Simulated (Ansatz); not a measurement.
```yaml
crystal:
  periodic: [false, false, false]
  atoms:
    - {symbol: C, position_ang: [-0.499482, 0.301463, 1.044477]}
    - {symbol: O, position_ang: [-0.153821, 0.650727, -0.279726]}
    - {symbol: Si, position_ang: [0.172814, -0.375293, -1.505242]}
    - {symbol: Cl, position_ang: [1.587132, -1.768901, -0.926296]}
    - {symbol: H, position_ang: [-1.465705, -0.210951, 1.076835]}
    - {symbol: H, position_ang: [0.260800, -0.344673, 1.492042]}
    - {symbol: H, position_ang: [-0.570031, 1.222055, 1.624355]}
    - {symbol: H, position_ang: [0.760394, 0.468472, -2.582144]}
basis:
  gaussian: {orbitals: x2c-TZVPPall, nuclear_model: gaussian}
magnetization: {spin_polarized: true, initial_magnetization: 1}
hamiltonian: {xc: {name: r2SCAN}, dispersion: d3bj}
output: {forces: true}
```

```sh
$ ansatz run in.yaml --threads 4 --pin off --events-out ev --progress --plain --max-ram 10444MiB
```

Output, abridged:

```
Warning: the engine holds no damping parameters fitted to this dispersion correction and functional, so the run takes those fitted to r2scan beside the three-body term, which d3bj leaves out (hamiltonian.dispersion, under Limitations)
Functional definition: r2SCAN
1166 factors; their error is unknown
mean field evaluation 1: about -23599.7103 eV, gradient 4.0e1 eV
mean field evaluation 2: about -23566.7026 eV, gradient 9.5e1 eV
mean field evaluation 4: about -23606.0624 eV, gradient 6.0e0 eV
mean field evaluation 8: about -23606.2030 eV, gradient 2.0e-1 eV
mean field evaluation 16: about -23606.1742 eV, gradient 5.0e-4 eV
mean field -23606.17420729 eV, -867.5109012782 hartree, gradient 5.4e-5 eV, S^2 0.753316; 0 other end points of the search recorded, 0 dependent functions left out
reference -23606.17422046 eV, -867.5109017625 hartree; 25, 24 occupied and 177, 178 virtual orbitals, 1166 factors
Total energy: -23606.22170044 eV, -867.5126466192 hartree
Relativity: scalar
Atom 0 at    -0.499482     0.301463     1.044477 Å, force    -0.086010    -0.082375     0.330909 eV/Å
Atom 1 at    -0.153821     0.650727    -0.279726 Å, force     0.061142     0.158223    -0.241027 eV/Å
Atom 2 at     0.172814    -0.375293    -1.505242 Å, force    -0.030550    -0.015391    -0.104083 eV/Å
Atom 3 at     1.587132    -1.768901    -0.926296 Å, force     0.054859    -0.056427     0.022274 eV/Å
Atom 4 at    -1.465705    -0.210951     1.076835 Å, force     0.014682     0.006788    -0.003504 eV/Å
Atom 5 at     0.260800    -0.344673     1.492042 Å, force    -0.007460     0.007398    -0.010023 eV/Å
Atom 6 at    -0.570031     1.222055     1.624355 Å, force     0.002315    -0.017785    -0.018061 eV/Å
Atom 7 at     0.760394     0.468472    -2.582144 Å, force    -0.008978    -0.000432     0.023515 eV/Å
Dipole moment:    -0.218317     0.085172     0.197530 e Å
```

Hardware: 4 threads of an Arm Neoverse V1 on a shared host. Wall time 6.5 s, peak host memory 0.41 GiB.
